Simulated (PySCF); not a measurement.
C3H7NSi, SMILES C#C[SiH2]CN.

Coordinates come from a B3LYP-D3(BJ)/def2-SVP optimisation. This is a generated structure with no PubChem entry under its InChIKey; it may be hypothetical. The values are those of a single conformer.

Two levels are set side by side: TDDFT-PBE/def2-SVPD (PySCF) and TDDFT-B3LYP/def2-SVPD (PySCF). Vertical, same geometry. The lowest singlet is HOMO→LUMO 99 % with PBE and HOMO→LUMO 95 % with the other functional; states are paired by order. Differences are taken from unrounded values.

```csv
quantity,TDDFT-B3LYP,TDDFT-PBE,TDDFT-PBE minus TDDFT-B3LYP
lowest singlet excitation (eV),5.52,4.52,-1.00
lowest triplet excitation (TDA) (eV),4.92,4.43,-0.48
```

Functionals without exact exchange tend to place singlet excitations lower, as here. Differences between two approximate levels are no errors against the true value.

Rough cost on one machine, each run with all the roots and properties that it gave: TDDFT-B3LYP against TDDFT-PBE about 3 times.
